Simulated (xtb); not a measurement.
xtb input (GFN1-xTB):

```bash
xtb mol.xyz --gfn 1 --sp --chrg 0 --uhf 0
```
mol.xyz:
```
5

C     -0.01842575    -0.01201890    -1.11898932
C      0.00331066     0.00215950     0.20105489
H      0.85046000     0.27258854    -1.70682953
H     -0.90609165    -0.30887639    -1.67165997
C      0.02438704     0.01590737     1.48101601
```

Output:

```
           -------------------------------------------------
          |                Calculation Setup                |
           -------------------------------------------------

           -------------------------------------------------
          |                 G F N 1 - x T B                 |
           -------------------------------------------------

        Reference                      10.1021/acs.jctc.7b00118
      * Hamiltonian:
        H0-scaling (s, p, d)           1.850000    2.250000    2.000000
        zeta-weighting                 0.000000
      * Dispersion:
        s8                             2.400000
        a1                             0.630000
        a2                             5.000000
        s9                             0.000000
      * Repulsion:
        kExp                           1.500000
        rExp                           1.000000
      * Coulomb:
        alpha                          2.000000
        third order                    atomic
        anisotropic                    false
      * Halogen bond correction:
        rad-scale                      1.300000
        damping                        0.440000

          ...................................................
          :                      SETUP                      :
          :.................................................:
          :  # basis functions                  16          :
          :  # atomic orbitals                  16          :
          :  # shells                           10          :
          :  # electrons                        14          :
          :  # halogen bonds                     0          :
          :  max. iterations                   250          :
          :  Hamiltonian                  GFN1-xTB          :
          :  restarted?                      false          :
          :  GBSA solvation                  false          :
          :  PC potential                    false          :
          :  electronic temp.          300.0000000     K    :
          :  accuracy                    1.0000000          :
          :  -> integral cutoff          0.2500000E+02      :
          :  -> integral neglect         0.1000000E-07      :
          :  -> SCF convergence          0.1000000E-05 Eh   :
          :  -> wf. convergence          0.2000000E-04 e    :
          :  Broyden damping             0.4000000          :
          :  net charge                          0          :
          :  unpaired electrons                  0          :
          ...................................................

 iter      E             dE          RMSdq      gap      omega  full diag
   1     -7.3192606 -0.731926E+01  0.855E+00    1.48       0.0  T
   2     -7.3343676 -0.151070E-01  0.554E+00    0.70       1.0  T
   3     -7.3151675  0.192001E-01  0.284E+00    1.59       1.0  T
   4     -7.3456250 -0.304575E-01  0.369E-01    0.99       1.0  T
   5     -7.3460681 -0.443100E-03  0.906E-02    1.07       1.0  T
   6     -7.3461155 -0.473955E-04  0.841E-03    1.05       5.3  T
   7     -7.3461155 -0.272022E-07  0.870E-03    1.05       5.1  T
   8     -7.3461158 -0.298991E-06  0.166E-03    1.05      26.9  T
   9     -7.3461158 -0.513139E-08  0.195E-05    1.05    2296.2  T
  10     -7.3461158 -0.959233E-12  0.488E-07    1.05   91728.3  T

   *** convergence criteria satisfied after 10 iterations ***

         #    Occupation            Energy/Eh            Energy/eV
      -------------------------------------------------------------
         1        2.0000           -0.6606477             -17.9771
         2        2.0000           -0.6124569             -16.6658
         3        2.0000           -0.5690347             -15.4842
         4        2.0000           -0.5608602             -15.2618
         5        2.0000           -0.4859478             -13.2233
         6        2.0000           -0.4256269             -11.5819
         7        2.0000           -0.4041771             -10.9982 (HOMO)
         8                         -0.3656141              -9.9489 (LUMO)
         9                         -0.2078848              -5.6568
        10                         -0.1590928              -4.3291
        11                         -0.1427192              -3.8836
        12                         -0.0932559              -2.5376
       ...                                ...                  ...
        16                          1.0297474              28.0209
      -------------------------------------------------------------
                  HL-Gap            0.0385630 Eh            1.0494 eV
             Fermi-level           -0.3848956 Eh          -10.4735 eV

 SCC (total)                   0 d,  0 h,  0 min,  0.004 sec
 SCC setup                      ...        0 min,  0.000 sec (  3.331%)
 Dispersion                     ...        0 min,  0.000 sec (  1.327%)
 classical contributions        ...        0 min,  0.000 sec (  0.807%)
 integral evaluation            ...        0 min,  0.001 sec ( 20.223%)
 iterations                     ...        0 min,  0.002 sec ( 39.460%)
 molecular gradient             ...        0 min,  0.001 sec ( 28.580%)
 printout                       ...        0 min,  0.000 sec (  5.759%)

         :::::::::::::::::::::::::::::::::::::::::::::::::::::
         ::                     SUMMARY                     ::
         :::::::::::::::::::::::::::::::::::::::::::::::::::::
         :: total energy              -7.197784282124 Eh    ::
         :: gradient norm              0.041185649429 Eh/a0 ::
         :: HOMO-LUMO gap              1.049352126728 eV    ::
         ::.................................................::
         :: SCC energy                -7.346115829323 Eh    ::
         :: -> electrostatic           0.005150658576 Eh    ::
         :: repulsion energy           0.149364306831 Eh    ::
         :: dispersion energy         -0.001032759632 Eh    ::
         :: halogen bond corr.         0.000000000000 Eh    ::
         :: add. restraining           0.000000000000 Eh    ::
         :: total charge              -0.000000000000 e     ::
         :::::::::::::::::::::::::::::::::::::::::::::::::::::

           -------------------------------------------------
          |                Property Printout                |
           -------------------------------------------------

    * Orbital Energies and Occupations

         #    Occupation            Energy/Eh            Energy/eV
      -------------------------------------------------------------
         1        2.0000           -0.6606477             -17.9771
         2        2.0000           -0.6124569             -16.6658
         3        2.0000           -0.5690347             -15.4842
         4        2.0000           -0.5608602             -15.2618
         5        2.0000           -0.4859478             -13.2233
         6        2.0000           -0.4256269             -11.5819
         7        2.0000           -0.4041771             -10.9982 (HOMO)
         8                         -0.3656141              -9.9489 (LUMO)
         9                         -0.2078848              -5.6568
        10                         -0.1590928              -4.3291
        11                         -0.1427192              -3.8836
        12                         -0.0932559              -2.5376
        13                          0.2465101               6.7079
        14                          0.3412255               9.2852
        15                          0.3518138               9.5733
        16                          1.0297474              28.0209
      -------------------------------------------------------------
                  HL-Gap            0.0385630 Eh            1.0494 eV
Note: The following floating-point exceptions are signalling: IEEE_DENORMAL
normal termination of xtb
             Fermi-level           -0.3848956 Eh          -10.4735 eV

  Mulliken/CM5 charges         n(s)   n(p)   n(d)
     1C     0.04614 -0.05013   1.086  2.868  0.000
     2C    -0.02795 -0.03571   1.109  2.919  0.000
     3H     0.05381  0.10602   0.946  0.000  0.000
     4H     0.05381  0.10602   0.946  0.000  0.000
     5C    -0.12580 -0.12620   1.628  2.498  0.000

Wiberg/Mayer (AO) data.
largest (>0.10) Wiberg bond orders for each atom

 ---------------------------------------------------------------------------
     #   Z sym  total        # sym  WBO       # sym  WBO       # sym  WBO
 ---------------------------------------------------------------------------
     1   6 C    3.955 --     2 C    1.778     3 H    0.962     4 H    0.962
                             5 C    0.252
     2   6 C    3.962 --     5 C    2.177     1 C    1.778
     3   1 H    1.007 --     1 C    0.962
     4   1 H    1.007 --     1 C    0.962
     5   6 C    2.501 --     2 C    2.177     1 C    0.252
 ---------------------------------------------------------------------------

Topologies differ in total number of bonds
Writing topology from bond orders to xtbtopo.mol

 dipole moment from electron density (au)
     X       Y       Z
  -0.0261  -0.0170  -1.5825  total (Debye):    4.023

           -------------------------------------------------
          | TOTAL ENERGY               -7.197784282124 Eh   |
          | GRADIENT NORM               0.041185649429 Eh/α |
          | HOMO-LUMO GAP               1.049352126728 eV   |
           -------------------------------------------------

------------------------------------------------------------------------
------------------------------------------------------------------------
 total:
 SCF:
```
